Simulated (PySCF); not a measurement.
NMR problem set

Calculated, not measured (PySCF 2.14.0 with density-fitted response routines): structure optimised with GFN2-xTB, PBE0/pcSseg-1 with gauge-including orbitals, spin–spin couplings from B3LYP/pcJ-1 (spin–dipole term left out of most H,H and C,H couplings). Non-relativistic Hamiltonian, one conformer, rapidly exchanging positions averaged, in vacuum.

Referencing at the same level of theory: ¹H (31.72 ppm), ¹³C (186.93 ppm) vs TMS. Multiplet labels drop J under 1 Hz and among equivalent protons, and merge close values. Unscaled 3J(H,H) run several per cent high. Splittings of carbon signals by F and P are missing where no couplings were computed. Where no couplings were computed, multiplicities follow the n + 1 count of equivalent neighbours, and m marks all less simple cases (inequivalent or close neighbours, rings, F or P nearby). Shifts are as computed. Against solution values, carbons near 30 ppm lie about +3 ppm off and those near 130 ppm about +5 ppm. Of 1211 compounds with measured shifts, 218 miss one by over three times the rms of a fit or turn the order of signals round; such compounds aren't used in these exercises. OH and NH positions are gas-phase values without hydrogen bonding to other molecules.

Question: C6H7NO. ¹H NMR (400 MHz, computed): δ 8.87 (dt, J = 5.7, 1.2 Hz, 1H), 7.97 (td, J = 8.5, 1.4 Hz, 1H), 7.37 (ddt, J = 8.3, 5.7, 1.2 Hz, 1H), 7.34 (dq, J = 8.7, 1.0 Hz, 1H), 5.22 (t, J = 1.1 Hz, 2H), 4.38 (br s, 1H). ¹³C{¹H} NMR (computed): δ 166.4, 154.0, 142.5, 126.5, 125.6, 67.0. Identify the compound.

Answer: 2-pyridinemethanol (SMILES OCc1ccccn1). Rings plus π bonds: 4 (1 ring in the answer). 6 carbon signals for 6 carbons: no two carbons are equivalent. Carbon types of the structure: 1 × C, 4 × CH, 1 × CH2, leaving 1 H on heteroatoms. δC 166.4: substituted aromatic carbon next to a ring nitrogen. δC 154.0: aromatic CH next to a ring nitrogen; the adjacent pyridine-type nitrogen withdraws density from it. δC 67.0: sp3 CH2 bonded to O, on an aromatic ring; the inductive effect lowers its shielding. δH 8.87: hydrogen on an aromatic CH next to a ring nitrogen; ring current plus the neighbouring ring nitrogen. The protons at 7.34 and 7.97 share a coupling of 8.7 Hz (vicinal, an ortho-type coupling). The protons at 7.97 and 7.37 share a coupling of 8.3 Hz (vicinal, an ortho-type coupling). The protons at 7.37 and 8.87 share a coupling of 5.7 Hz (vicinal, an ortho-type coupling).

The data come from this structure; uniqueness wasn't tested.

Question: C6H7NO. ¹H NMR (500 MHz, computed): δ 8.21 (d, 2H), 7.15 (d, 2H), 2.36 (s, 3H). ¹³C{¹H} NMR (computed): δ 144.0 (CH), 134.3 (C), 133.0 (CH), 22.3 (CH3). Give a structure.

Answer: 4-picoline N-oxide (Cc1cc[n+]([O-])cc1). The formula gives 4 degrees of unsaturation (1 ring in the answer). 4 carbon signals for 6 carbons: some carbons are equivalent by symmetry or fast rotation. Carbon types of the structure: 1 × C, 4 × CH, 1 × CH3, which accounts for all hydrogens. δC 144.0: aromatic CH next to a ring nitrogen; the adjacent pyridine-type nitrogen withdraws density from it. δC 134.3: substituted aromatic carbon. δC 133.0: aromatic CH; the aromatic region. δH 8.21: hydrogen on an aromatic CH next to a ring nitrogen; ring current plus the neighbouring ring nitrogen.

The data come from this structure; uniqueness wasn't tested.

Question: C4H2F2P2. ¹H NMR (600 MHz, computed): δ 10.36 (m, 1H), 9.17 (m, 1H). ¹³C{¹H} NMR (computed): δ 197.4, 189.1, 164.2, 153.6. Identify the compound.

Answer: SMILES C1=C(F)C(F)=PC=P1. 4 carbon signals for 4 carbons: no two carbons are equivalent. Carbon types of the structure: 2 × C, 2 × CH, which accounts for all hydrogens. δC 197.4, 164.2: aromatic carbon bearing fluorine; σ withdrawal by the attached heteroatom moves it downfield of the ring CH carbons. δC 189.1, 153.6: aromatic CH. δH 10.36, 9.17: hydrogen on an aromatic CH; ring-current deshielding.

The data come from this structure; uniqueness wasn't tested.

Question: C7H14O2Si. ¹H NMR (500 MHz, computed): δ 7.88 (m, 1H), 7.55 (d, 1H), 4.64 (m, 1H), 4.07 (s, 2H), 3.38 (s, 3H), 0.24 (d, 6H). ¹³C{¹H} NMR (computed): δ 205.1 (C), 159.0 (CH), 142.7 (CH), 83.2 (CH2), 60.3 (CH3), -2.5 (CH3). Give a structure.

Answer: `COCC(=O)/C=C/[SiH](C)C`. The formula gives 2 degrees of unsaturation (no ring in the answer). 6 carbon signals for 7 carbons: some carbons are equivalent by symmetry or fast rotation. Carbon types of the structure: 1 × C, 2 × CH, 1 × CH2, 3 × CH3, leaving 1 H on heteroatoms. δC 205.1: ketone carbonyl carbon; low-lying n→π* states of the double bond to the heteroatom give a large paramagnetic term (-269 ppm). δC 159.0: β carbon of a C=C–C=O unit; conjugation with the carbonyl draws π density from the β position. δC 142.7: α carbon of a C=C–C=O unit; the olefinic region. δC 60.3: methyl carbon bonded to O; pulled downfield by the heteroatom.

This is the structure that produced the data.

Question: C5H4O. ¹H NMR (400 MHz, computed): δ 8.66 (d, J = 1.9 Hz, 1H), 6.82 (m, 1H), 6.68 (m, 1H), 6.63 (m, 1H). ¹³C{¹H} NMR (computed): δ 172.8 (C), 155.2 (CH), 151.8 (C), 147.9 (CH2), 127.2 (CH). Give a structure.

Answer: `C=Cc1cc1=O`. The formula gives 4 degrees of unsaturation (1 ring in the answer). 5 carbon signals for 5 carbons: no two carbons are equivalent. Carbon types of the structure: 2 × C, 2 × CH, 1 × CH2, which accounts for all hydrogens. δC 172.8: unsaturated ring carbon. δC 147.9: terminal =CH2 carbon; an sp2 carbon of a C=C bond. δC 127.2: alkene CH; as expected for a trigonal carbon in a double bond. δH 8.66: hydrogen on a unsaturated ring CH.

This is the structure that produced the data.
